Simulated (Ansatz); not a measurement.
Steps of a relaxation of BrClFHHfO, SMILES `[OH][Hf]([F])([Cl])[Br]` with RKS PBE0-D4/def2-TZVP.

```sh
$ ansatz run in.yaml --threads 4 --pin off --events-out ev --progress --plain --max-ram 10444MiB
```

```yaml
crystal:
  periodic: [false, false, false]
  atoms:
    - {symbol: O, position_ang: [-1.009265, 1.042138, -0.259352]}
    - {symbol: Hf, position_ang: [0.249990, -0.360608, 0.001971]}
    - {symbol: F, position_ang: [0.112959, -1.598051, -1.449492]}
    - {symbol: Cl, position_ang: [-0.217342, -1.482670, 2.024622]}
    - {symbol: Br, position_ang: [2.570118, 0.600103, 0.049089]}
    - {symbol: H, position_ang: [-1.664461, 1.735187, -0.412939]}
basis:
  gaussian: {orbitals: def2-TZVP}
hamiltonian: {xc: pbe0, dispersion: d4}
relax: {f_tol: 0.005, max_steps: 150}
```

Positions (Å) and forces (eV/Å) along the path, 5 of 5 steps:

```xyz
6
step=1 energy=-88650.0621 eV
O    -1.009    1.042   -0.259   -0.113    0.083   -0.035
Hf    0.250   -0.361    0.002   -0.328    0.032   -0.229
F     0.113   -1.598   -1.449    0.039    0.347    0.419
Cl   -0.217   -1.483    2.025    0.063    0.142   -0.270
Br    2.570    0.600    0.049   -0.160   -0.076   -0.002
H    -1.664    1.735   -0.413    0.499   -0.527    0.116
6
step=2 energy=-88650.0784 eV
O    -1.003    1.032   -0.257   -0.181    0.188   -0.045
Hf    0.248   -0.351    0.002   -0.084   -0.070   -0.133
F     0.112   -1.582   -1.430   -0.007   -0.008   -0.015
Cl   -0.212   -1.466    1.997   -0.042   -0.091    0.164
Br    2.550    0.587    0.051    0.208    0.090    0.003
H    -1.653    1.715   -0.409    0.106   -0.108    0.026
6
step=3 energy=-88650.0816 eV
O    -1.005    1.033   -0.258   -0.008    0.001   -0.006
Hf    0.247   -0.353    0.001   -0.002   -0.004   -0.025
F     0.108   -1.582   -1.432   -0.002    0.018    0.016
Cl   -0.218   -1.472    2.004   -0.006   -0.009    0.014
Br    2.562    0.595    0.049    0.008    0.004   -0.002
H    -1.653    1.715   -0.410    0.010   -0.009    0.003
6
step=4 energy=-88650.0817 eV
O    -1.005    1.032   -0.258    0.003   -0.007   -0.002
Hf    0.248   -0.352    0.002   -0.001    0.001   -0.003
F     0.107   -1.580   -1.432    0.000    0.005    0.004
Cl   -0.220   -1.473    2.005   -0.001   -0.001    0.001
Br    2.564    0.596    0.047    0.000    0.000    0.000
H    -1.652    1.714   -0.410   -0.001    0.003    0.000
6
step=5 energy=-88650.0817 eV
O    -1.005    1.032   -0.259    0.000   -0.002   -0.001
Hf    0.249   -0.352    0.003    0.001    0.001    0.000
F     0.107   -1.580   -1.431    0.000    0.000    0.000
Cl   -0.221   -1.473    2.005    0.000    0.000    0.000
Br    2.564    0.596    0.047    0.000    0.000    0.000
H    -1.652    1.714   -0.411    0.000    0.001    0.001
```

Hardware: 4 threads of an Arm Neoverse V2 on a shared host. Wall time 23 s, peak host memory 0.61 GiB.
